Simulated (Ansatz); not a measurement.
Molecule: CH7ClNSi2, charge 0, multiplicity 2. It need not be the lowest isomer of its formula. 
Structure (B3LYP-D3(BJ)/def2-TZVP (Ansatz, a program for electronic structure) minimum search):
```xyz
12

Si     0.7351     0.1557    -0.6065
C      2.1883    -0.9697    -0.3022
Cl     0.7140     1.6022     0.8950
N     -0.6894    -0.7819    -0.6836
Si    -2.2138    -0.9049     0.1118
H      0.8258     0.8946    -1.8832
H      2.2666    -1.7097    -1.0996
H      3.1070    -0.3819    -0.2677
H      2.0769    -1.4892     0.6503
H     -2.1684    -0.5409     1.5484
H     -2.7505    -2.2771    -0.0290
H     -3.0982     0.0486    -0.6096
```
Charge 0, spin multiplicity 2.

Dipole moments at this geometry, in debye (magnitudes).

| level | program | dipole (D) |
|---|---|---|
| PBE/def2-TZVPD | Ansatz | 1.33 |
| r2SCAN/def2-TZVPD | Ansatz | 1.36 |
| B97M-V/def2-TZVPD | Ansatz | 1.42 |
| B3LYP/def2-TZVPD | Ansatz | 1.34 |
| PBE0/def2-TZVPD | Ansatz | 1.37 |
| BHLYP/def2-TZVPD | Ansatz | [?] |
| r2SCANh/def2-TZVPD | Ansatz | 1.37 |
| CAM-B3LYP/def2-TZVPD | Ansatz | 1.34 |
| wB97M-V/def2-TZVPD | Ansatz | 1.33 |
| CCSD(T)/aug-cc-pV(D+d)Z | Ansatz | [?] |

Task: Some entries are withheld; supply them.

Result: 
- BHLYP/def2-TZVPD, dipole (D): 1.37
- CCSD(T)/aug-cc-pV(D+d)Z, dipole (D): 1.33
